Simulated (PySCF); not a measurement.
Fill in the blanks.

C₇H₁₆OS.
InChI=1S/C7H16OS/c1-4-5-7(2)6-9(3)8/h7H,4-6H2,1-3H3/t7-,9-/m1/s1

Conformer (atom-mapped SMILES and torsion angles): `[CH3:1][CH2:2][CH2:3][C@@H:4]([CH3:5])[CH2:6][S@@:7]([CH3:8])=[O:9]`: C1–C2–C3–C4 174°, C2–C3–C4–C5 65°, C3–C4–C6–S7 173°, C4–C6–S7–C8 -168°.

```json
{"property": "point group of the GFN2-xTB geometry", "level": "GFN2-xTB", "value": "C1"}
{"property": "rotational constants A, B, C of the GFN2-xTB geometry", "level": "GFN2-xTB", "value": "?"}
{"property": "dipole moment", "level": "PBE0/pcSseg-1", "value": "?"}
{"property": "HOMO energy", "level": "PBE0/pcSseg-1", "value": "?"}
{"property": "LUMO energy", "level": "PBE0/pcSseg-1", "value": "0.91 eV"}
{"property": "13C chemical shifts (computed TMS as zero) by class", "level": "GIAO PBE0/pcSseg-1", "value": "?"}
{"property": "1H chemical shifts (computed TMS as zero) by class", "level": "GIAO PBE0/pcSseg-1", "value": "2.51 (1 H), 2.28 (3 H), 2.05 (1 H), 1.74 (1 H), 1.63 (1 H), 1.26 (1 H), 1.24 (1 H), 1.08 (3 H), 1.06 (3 H), 1.02 (1 H) ppm"}
{"property": "isotropic shieldings of nuclei other than C and H, by class", "level": "GIAO PBE0/pcSseg-1", "value": "?"}
```

The electronic properties come from PySCF, for the isolated species, density fitting. NMR classes are plain means over equivalent atoms (diastereotopic ones count apart unless rotation or inversion swaps them), as if these changed places fast; in this geometry the members of some classes differ.

**Question.** The HOMO energy?

**Answer.** -6.49 eV.

**Question.** What are the isotropic shieldings of nuclei other than C and H, by class?

**Answer.** 297 (1 O), 200 (1 S) ppm.

**Question.** Give the dipole moment.

**Answer.** 3.48 D.

**Question.** Give the rotational constants A, B, C of the GFN2-xTB geometry.

**Answer.** 3.179, 0.532, 0.513 GHz.

**Question.** Give the 13C chemical shifts (computed TMS as zero) by class.

**Answer.** 72.6 (1 C), 46.1 (1 C), 44.0 (1 C), 31.3 (1 C), 25.6 (1 C), 19.2 (1 C), 17.4 (1 C) ppm.

The rotational constants make it an asymmetric top with κ = (2B − A − C)/(A − C) = -0.99, nearer the prolate limit (−1). A dipole of 3.48 D is allowed in C1, and pure rotational transitions are dipole-allowed. The dipole matches unit charges of opposite sign 0.72 Å apart (1 e·Å = 4.8032 D). With B = h/(8π²I), that is 505.379 GHz u Å² over I, the principal moments of inertia are 159.0, 949.5 and 984.8 u Å² (most abundant isotopes); the inertial defect Ic − Ia − Ib is -123.7 u Å² (zero for a rigid planar frame, negative otherwise).

For the NMR shielding job (PBE0/pcSseg-1), time: 53 s of wall time. Hardware: one thread of an Arm Neoverse V1, shared host.

One conformer stands for the species.
